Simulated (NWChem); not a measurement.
Molecule: C₂H₄FNOSi; SMILES N[Si@]1(F)C=CO1

```xyz
10

N      1.1759    -1.4725    -0.3767
Si    -0.0554    -0.3406    -0.1347
F     -1.3854    -1.2101     0.1537
C     -0.1244     1.2394    -1.0448
C      0.0178     1.7844     0.1857
O      0.0947     0.8277     1.1576
H      2.0991    -1.2037    -0.6919
H      1.1496    -2.3974     0.0347
H     -0.2077     1.7322    -2.0092
H      0.0776     2.8286     0.5177
```
Atoms are numbered in this order, from 1.

Program: NWChem. Pople sets run with spherical d functions. Structure relaxed at the PBE0/def2-SVP level. Vzz is the largest principal value of the second derivative of the potential at the nucleus (NWChem prints the opposite sign); η is the asymmetry. Non-relativistic.

| level | Vzz N1 (a.u.) | η N1 | Vzz O6 (a.u.) | η O6 |
|---|---|---|---|---|
| CAM-B3LYP/def2-SVP | -0.936 | 0.29 | 1.358 | 0.49 |
| B3LYP/def2-TZVP | -0.871 | 0.34 | 1.363 | 0.47 |
| B3LYP/6-31G* | -0.889 | 0.31 | 1.324 | 0.52 |
